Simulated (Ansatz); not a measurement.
Ansatz (a first-principles code) input:
A basis named .json is the Basis Set Exchange file of that set.

Ansatz 0.2 input:
```yaml
crystal:
  periodic: [false, false, false]
  atoms:
    - {symbol: C, position_ang: [1.58239820, -1.42234170, 0.35878884]}
    - {symbol: Al, position_ang: [-0.04397248, -0.37483551, 0.14957601]}
    - {symbol: C, position_ang: [-1.85799230, -0.92831481, 0.58444618]}
    - {symbol: Cl, position_ang: [0.18571721, 1.58398258, -0.63524322]}
    - {symbol: H, position_ang: [1.38865549, -2.42546476, 0.74386940]}
    - {symbol: H, position_ang: [2.10587769, -1.51983599, -0.59638541]}
    - {symbol: H, position_ang: [2.27613236, -0.92516163, 1.04279840]}
    - {symbol: H, position_ang: [-2.30001899, -0.25648994, 1.32564469]}
    - {symbol: H, position_ang: [-1.90317112, -1.94524565, 0.97926679]}
    - {symbol: H, position_ang: [-2.49946120, -0.87870518, -0.29995754]}
basis:
  gaussian:
    orbitals: aug-cc-pV_Q+d_Z.json
    fitting: {mean_field: def2-universal-jkfit, correlation: aug-cc-pVQZ-RIFIT.json}
magnetization: {spin_polarized: true, initial_magnetization: 2}
correlation: {method: mp2, electrons: outside_noble_gas}
```

### Question
What final total energy does it print?

### Answer
-781.25861 Eh (RI-MP2/aug-cc-pV(Q+d)Z). The basis has 614 functions.

This state (charge 0, triplet) is run at the relaxed geometry of the species with charge 0 and multiplicity 1, and is a spin state other than that species' own.
